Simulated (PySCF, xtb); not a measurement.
C3HF4, SMILES FC(C(F)(F)F)=[CH], multiplicity 2.

Harmonic wavenumbers (cm⁻¹) from GFN2-xTB run with xtb 6.7.1 at its own minimum, in rising order: 28, 185, 211, 319, 371, 442, 499, 553, 572, 631, 694, 743, 1041, 1081, 1100, 1111, 1729, 3262.

Q: What does PBE-D3(BJ)/def2-SVP in PySCF 2.14.0 give at its own minimum? (An estimate is asked for; the answer gives what the named calculation found.)

A: 58, 213, 228, 341, 399, 485, 549, 606, 629, 652, 697, 793, 1112, 1158, 1193, 1287, 1686, 3266. Paired by order, the mean absolute difference is 48 cm⁻¹ and the zero-point energies are 20.8 and 21.9 kcal/mol.
